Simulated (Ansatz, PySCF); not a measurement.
Lewis adduct: GaH3 (SMILES [GaH3]) (first 4 atoms) with H2O (SMILES O); geometry from B3LYP-D3(BJ)/def2-TZVP, rigid monomers moved along the line of their centres of mass till Ga1···O5 is 2.00 Å.
(charge 0, multiplicity 1):
```
atom    x (Å)    y (Å)    z (Å)
----  -------  -------  -------
Ga     0.3967  -0.3761   0.6852
H      1.8829  -0.0976   1.1226
H     -0.2292  -1.8111   0.8526
H     -0.2872   0.6261  -0.3304
O     -0.4466   0.3931   2.3317
H     -1.4083   0.3207   2.2932
H     -0.2418   1.3320   2.4225
```

Counterpoise-corrected where a basis set is named; no monomer relaxation.

Cores are frozen in the correlated methods. Filled d and f shells under p-block atoms count as core. CBS(a, b) extrapolates the correlation energy as X⁻³ and adds the Hartree–Fock energy of set b.

The values were computed with Ansatz (Gaussian basis) for Hartree–Fock, density functionals and correlated methods; PySCF for the dispersion terms. Each number belongs to the level named beside it.

### Question
Give the interaction energy at the level PBE-D4/def2-TZVPPD.

### Answer
-11.4 kcal/mol

### Question
Estimate the interaction energy that CCSD(T)/CBS(aug-cc-pVDZ, aug-cc-pVTZ) returns for this input.

### Answer
-11.7 kcal/mol

### Question
Predict the interaction energy from wB97M-V/def2-TZVPPD.

### Answer
-12.6 kcal/mol

Ansatz is an electronic-structure program.
